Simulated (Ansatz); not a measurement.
Pulling on the Ge1–Cl3 bond in ClGeH (SMILES [Cl][GeH]) (multiplicity 1 held, fragments rigid). Energies count from the point at 2.207 Å.
Geometry at that point (charge 0, multiplicity 1):
```csv
atom,x (Å),y (Å),z (Å)
Ge,0.5286,-0.1625,0.5049
H,1.6204,-0.3833,-0.6516
Cl,-1.0904,0.3284,-0.9121
```

R- and RO- levels are restricted; in cc, def2 and unpolarised 6-31G sets they are followed outwards from rest. Unrestricted levels (U-) break spin symmetry where that is lower. Active spaces are followed from a long bond inwards. Curves can end on different states.

Frozen-core correlation. Filled d and f shells under p-block atoms count as core.

Run with Ansatz (Gaussian basis) for Hartree–Fock, density functionals and correlated methods. Each number belongs to the level named beside it.

Energies in kcal/mol.

```
R (Å)  R-HF/def2-SVP  U-CCSD/def2-SVP  U-CCSD(T)/def2-SVP  FIC-NEVPT4(SD) on CASSCF(6,4)/def2-SVP  FIC-MRCISD+Q on CASSCF(6,4)/def2-SVP
-----  -------------  ---------------  ------------------  --------------------------------------  ------------------------------------
1.765           64.1             63.0                   ?                                    63.6                                  63.6
1.986           10.9             10.4                10.6                                    10.9                                  10.8
2.207            0.0              0.0                 0.0                                     0.0                                   0.0
2.427            6.4              6.8                 6.6                                     6.5                                   6.5
2.648           19.0             19.7                   ?                                    19.2                                  19.0
2.979           40.4             41.0                40.0                                    39.6                                  39.5
3.310           60.2             60.3                59.8                                    57.1                                  56.9
3.862           87.1             78.3                79.7                                    75.6                                  75.6
4.414          107.2             82.5                84.6                                    82.7                                  82.5
5.076          123.5             83.6                85.7                                    85.2                                  84.6
5.958          135.8             83.9                86.0                                    85.2                                  85.0
7.062          143.8             83.9                86.1                                    85.2                                  85.1
```

Task: What belongs in the gaps?

Result: 
- 2.648, U-CCSD(T)/def2-SVP: 19.3
- 1.765, U-CCSD(T)/def2-SVP: 63.4

Doubts at one or more of the structures used: a restricted determinant that unrestricted orbitals would lower (R-HF/def2-SVP); a spin-contaminated determinant (U-CCSD/def2-SVP, U-CCSD(T)/def2-SVP); T1 above 0.05 (U-CCSD/def2-SVP, U-CCSD(T)/def2-SVP); the program's own flag: lower state (U-CCSD/def2-SVP, U-CCSD(T)/def2-SVP); active orbitals that take no part (FIC-NEVPT4(SD) on CASSCF(6,4)/def2-SVP, FIC-MRCISD+Q on CASSCF(6,4)/def2-SVP).

Ansatz is a program for electronic structure.
